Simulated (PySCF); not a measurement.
Bonds (- single, = double, # triple, : aromatic): C1=C2, C2-C3, C3#C4, C4-C5, C5#N6, C2-C7, C7=C8, C8-C9, C9-C10, C10-C11, C11#N12. C1 carries H13, H14; C7 carries H15; C8 carries H16; C9 carries H17, H18; C10 carries H19, H20. Stereochemistry as in C=C(C#CC#N)/C=C/CCC#N. H13 is cis to C3; H14 is trans to C3.

PySCF 2.14 calculation with GFN2-xTB geometry and NMR shieldings at PBE0/pcSseg-1/GIAO; no solvent, non-relativistic, a single conformation, rapidly exchanging positions averaged.

Predict the 2D correlation tables (HSQC, COSY, HMBC).

## Answers



HSQC (one-bond C–H):
| δH | δC |
| --- | --- |
| 6.48 (H15) | 140.3 (C7) |
| 6.37 (H13) | 142.1 (C1) |
| 6.29 (H16) | 141.9 (C8) |
| 6.25 (H14) | 142.1 (C1) |
| 2.45 (H17/H18) | 35.1 (C9) |
| 2.40 (H19/H20) | 18.8 (C10) |

COSY cross peaks (H two or three bonds apart, from the bond graph; peaks can be absent where the dihedral angle is near 90°):
| δH | δH |
| --- | --- |
| 6.48 (H15) | 6.29 (H16) |
| 6.37 (H13) | 6.25 (H14) |
| 6.29 (H16) | 2.45 (H17/H18) |
| 2.45 (H17/H18) | 2.40 (H19/H20) |

HMBC (two and three bonds, from the bond graph):
| δH | δC |
| --- | --- |
| 6.48 (H15) | 142.1 (C1), 141.9 (C8), 132.3 (C2), 83.1 (C3), 35.1 (C9) |
| 6.37 (H13) | 140.3 (C7), 132.3 (C2), 83.1 (C3) |
| 6.29 (H16) | 140.3 (C7), 132.3 (C2), 35.1 (C9), 18.8 (C10) |
| 6.25 (H14) | 140.3 (C7), 132.3 (C2), 83.1 (C3) |
| 2.45 (H17/H18) | 141.9 (C8), 140.3 (C7), 122.8 (C11), 18.8 (C10) |
| 2.40 (H19/H20) | 141.9 (C8), 122.8 (C11), 35.1 (C9) |

δ = σ(ref) − σ, references computed at the same level: $^{1}$H (σ = 31.72 ppm), $^{13}$C (σ = 186.93 ppm) vs TMS.

Short H···H contacts in this conformer between protons four or more bonds apart (candidates for NOE cross peaks, intensity ∝ r⁻⁶): H15···H17 2.39 Å, H14···H15 2.43 Å, H16···H19 2.63 Å.

Shifts are as computed. Against solution values, carbons near 30 ppm lie about +3 ppm off and those near 130 ppm about +5 ppm. Of 1211 compounds with measured shifts, 218 miss one by over three times the rms of a fit or turn the order of signals round; such compounds aren't used in these exercises.
